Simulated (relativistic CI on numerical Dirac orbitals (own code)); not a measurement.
## Magnetism of Pr³⁺, 4f2, in a crystal field

Calculated by Dirac-Coulomb-Breit CI, KLI orbitals optimised for each configuration, a model potential for QED, valence Slater integrals scaled by 0.8, one configuration in a parametric crystal field (own radial code).

Field parameters in Wybourne normalisation; cubic f-shell fields have B⁴₄ = √(5/14) B⁴₀ and B⁶₄ = −√(7/2) B⁶₀. The field is a parameter set, without covalency.

S is read from ⟨S²⟩ = S(S + 1).

Powder χT (cm³ K mol⁻¹) by Van Vleck's formula, with temperature-independent terms:

| Field | 2 K | 5 K | 10 K | 20 K | 50 K | 100 K | 200 K | 300 K |
| --- | --- | --- | --- | --- | --- | --- | --- | --- |
| C2v, B20 = -540, B22 = 150, B40 = -260, B42 = -220, B44 = 470, B60 = 790, B62 = -130, B64 = 400, B66 = 210 cm⁻¹ | 0.256 | 0.612 | 0.952 | 1.16 | 1.29 | 1.41 | 1.54 | 1.6 |
| D3d, B20 = -780, B40 = -520, B43 = -1970, B60 = -370, B63 = 370, B66 = -240 cm⁻¹ | 0.201 | 0.497 | 0.834 | 1.04 | 1.18 | 1.31 | 1.43 | 1.51 |
| D4h, B20 = 1350, B40 = -200, B44 = -240, B60 = 370, B64 = 90 cm⁻¹ | 1.03 | 1.23 | 1.28 | 1.32 | 1.39 | 1.47 | 1.55 | 1.6 |
| D4h, B20 = 1910, B40 = 2100, B44 = 210, B60 = -170, B64 = 960 cm⁻¹ | 0.413 | 0.844 | 1.07 | 1.16 | 1.2 | 1.25 | 1.32 | 1.4 |
| D4h, B20 = 460, B40 = -290, B44 = -620, B60 = -430, B64 = 550 cm⁻¹ | 0.0599 | 0.15 | 0.3 | 0.589 | 1.16 | 1.44 | 1.57 | 1.61 |
| Oh, B40 = -1880, B60 = 640 cm⁻¹ | 1.02 | 1.02 | 1.03 | 1.05 | 1.1 | 1.19 | 1.36 | 1.47 |

For D3d, B20 = -780, B40 = -520, B43 = -1970, B60 = -370, B63 = 370, B66 = -240 cm⁻¹: what effective moment follows at 300 K?

μ_eff = √(8χT) = 3.47 μB. The LS value g√(J(J + 1)) of the free ion's 3H_4 level is 3.58 μB.
